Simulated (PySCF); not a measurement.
Input for PySCF: R-B3LYP/LANL2DZ on FGeH3O (SMILES [OH][GeH2][F]), a point of a torsion scan.

```python
from pyscf import gto, scf, dft, mp
from pyscf.data.elements import chemcore

mol = gto.M(
    atom='''
    O     1.22879926   -0.07567915   -0.45548119
    Ge   -0.40095263   -0.14702554    0.07620427
    F    -1.20647832    1.00244850   -0.93820256
    H     1.94032497    0.17101448    0.12972034
    H    -0.60616158    0.36394560    1.46967641
    H    -0.97523059   -1.45722888   -0.33671674
    ''',
    basis='lanl2dz',
    ecp={'Ge': 'lanl2dz'},
    charge=0, spin=0, verbose=3, max_memory=1800)
mf = dft.RKS(mol, xc='b3lyp')
mf.conv_tol = 1e-8
mf.max_cycle = 100
mf.kernel()
if not mf.converged:
    mf = mf.newton().run(mf.mo_coeff, mf.mo_occ)
```

It printed:

```
converged SCF energy = -180.686917582748
```

Self-consistency was reached.

Cost: roughly 2.3 core-seconds.
